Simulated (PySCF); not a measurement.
Bi (bismuth, neutral) across methods

[Xe] 4f14 5d10 6s2 6p2 6d1, one real determinant (an excited configuration). Calculation: PySCF 2.14, in aug-cc-pVTZ-PP with one added diffuse shell each of d, f type with ECP60MDF (6s5p5d3f, 67 functions); a scalar-relativistic core potential.

| method | E (hartree) | mean ε 6s β (eV) | mean ε 6p α (eV) | mean ε 6d α (eV) | Σ⟨r²⟩ (bohr²) | ⟨S²⟩ |
| --- | --- | --- | --- | --- | --- | --- |
| wB97M-V | -214.3008 | -20.240 | -11.056 | -1.633 | 113.3 | 3.752 |
| PBE0 | -214.3786 | -18.124 | -9.066 | -1.219 | 116.0 | 3.752 |
| PW91 | -214.4865 | -17.130 | -7.950 | -0.974 | 112.8 | 3.751 |
| PBE | -214.4047 | -17.085 | -7.923 | -0.972 | 113.9 | 3.751 |
| UHF | -213.35373 | -20.095 | -11.903 | -1.684 | 125.7 | 3.757 |
| B97-3 | -214.4109 | -18.268 | -9.045 | -1.229 | 120.0 | 3.752 |
| LDA | -214.0847 | -17.475 | -7.974 | -0.928 | 111.3 | 3.751 |
| r2SCAN | -214.4705 | -17.254 | -8.356 | -0.893 | 114.9 | 3.753 |
| MN15 | -213.9350 | -19.179 | -9.453 | -0.882 | 110.1 | 3.752 |

⟨L²⟩ = 7.98 against 12 for a pure F term, so this real determinant mixes terms. Energies and moments cover only the electrons outside the core potential. Spin-orbit coupling is strong in this species (close to jj coupling), so the high-spin LS determinant is a model state, not a physical level. The outer electron is Rydberg-like, and this basis confines it to a smaller radius and binds it less than a complete one would.
